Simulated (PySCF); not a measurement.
BH3OS, SMILES OBS.

Geometry optimised at TPSSh-D3(BJ)/def2-TZVP. One conformer was computed; it need not be the lowest.

Calculation: TDA-CAM-B3LYP/def2-SVPD (PySCF).

Vertical excitations. Gas-phase values at a fixed geometry. State labels are in the subgroup Cs.

Problem. Estimate the UV-visible absorptions. (The exact figures need the calculation; the answer reports its results.)

Solution. 
```
state  symmetry  energy (eV)  λ (nm)      f                                                              main pairs
-----  --------  -----------  ------  -----  ----------------------------------------------------------------------
S1           A"         6.34     195  0.016                                                          HOMO→LUMO 74 %
S2           A'         6.99     177  0.167                                                        HOMO→LUMO+1 90 %
S3           A"         7.24     171  0.009                                                      HOMO−1→LUMO+1 78 %
S4           A"         7.39     168  0.021  HOMO→LUMO+4 30 %, HOMO→LUMO+3 19 %, HOMO→LUMO 16 %, HOMO−1→LUMO+1 16 %
S5           A"         7.77     159  0.022                                      HOMO→LUMO+2 65 %, HOMO→LUMO+3 22 %
S6           A'         7.84     158  0.017                                                        HOMO−1→LUMO 91 %
S7           A"         8.19     151  0.034                                      HOMO→LUMO+4 48 %, HOMO→LUMO+3 45 %
S8           A'         8.69     143  0.011                                                      HOMO−1→LUMO+2 71 %
S9           A'         8.78     141  0.009                                                        HOMO→LUMO+5 88 %
S10          A"         8.78     141  0.007                                                      HOMO−2→LUMO+1 89 %
T1           A'         5.75     215      0                                                        HOMO→LUMO+1 98 %
T2           A"         5.94     209      0                      HOMO→LUMO 59 %, HOMO→LUMO+2 17 %, HOMO→LUMO+4 13 %
T3           A"         6.71     185      0                                                      HOMO−1→LUMO+1 88 %
T4           A"         7.08     175      0    HOMO→LUMO 33 %, HOMO→LUMO+4 20 %, HOMO→LUMO+3 17 %, HOMO→LUMO+2 11 %
```
Triplets are in the Tamm–Dancoff approximation.
